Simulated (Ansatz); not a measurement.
`C#[C][GeH2][CH3]` + `[SbH3]` → `C#[C][GeH2][SbH2]` + CH₄ at 700 K and 1 bar (formal exchange of groups at a Ge–C bond).

Calculated with Ansatz (gas phase, PBE0-D4/def2-TZVP geometries, no zero-point term in ΔE). CCSD(T)/CBS adds triple-zeta CCSD(T) − MP2 to the extrapolated MP2 energy (def2 sets, frozen cores). This one scheme is used for every species. Elements past krypton have def2 core potentials. For Ge, Sb outer-core shells are correlated without core-valence functions, which leaves a few kJ/mol of doubt a bond. Scalar relativity is left out up to krypton.

```
            species  CCSD(T)/CBS energy (Eh)  H − E (kJ/mol)  S (J/(mol·K))
 `C#[C][GeH2][CH3]`              -2193.82018           260.0          440.4
           `[SbH3]`               -241.78682            81.5          275.4
`C#[C][GeH2][SbH2]`              -2395.17083           204.4          486.4
                CH₄                -40.46206           145.9          224.0
```

H − E and S are ideal-gas, rigid-rotor, harmonic terms from PBE0-D4/def2-TZVP, for one conformer and one mirror image of each species. 1 Eh = 2625.50 kJ/mol, R = 8.31446 J/(mol·K).

By hand: ΔE, ΔH, ΔS and ΔG.

ΔE = (-2395.17083) + (-40.46206) − (-2193.82018) − (-241.78682) = -0.02589 Eh = -68.0 kJ/mol. Δ(H − E) = 204.4 + 145.9 − 260.0 − 81.5 = 8.8, so ΔH = -59.2 kJ/mol. ΔS = 486.4 + 224.0 − 440.4 − 275.4 = -5.4 J/(mol·K). ΔG = -59.2 − 700 × (-5.4)/1000 = -55.4 kJ/mol.

By hand: the equilibrium constant, and the temperature at which ΔG would vanish if ΔH and ΔS stayed fixed.

log₁₀ K = −ΔG/(RT ln 10) = 4.1. ΔG = 0 at ΔH/ΔS = 10963 K, far beyond where these terms or the molecules hold.

The number of gas molecules stays the same, so ΔS is small and ΔH decides. A doubt of 5 kJ/mol in ΔE shifts log₁₀ K by 0.4 here. Other conformers and mirror images would add mixing entropy, several J/(mol·K) or more a flexible species. These are equilibria of isolated gas molecules and say nothing of rates. Largest T1 diagnostic: 0.014 (customary marks: 0.02 for closed shells, 0.045 for open ones).
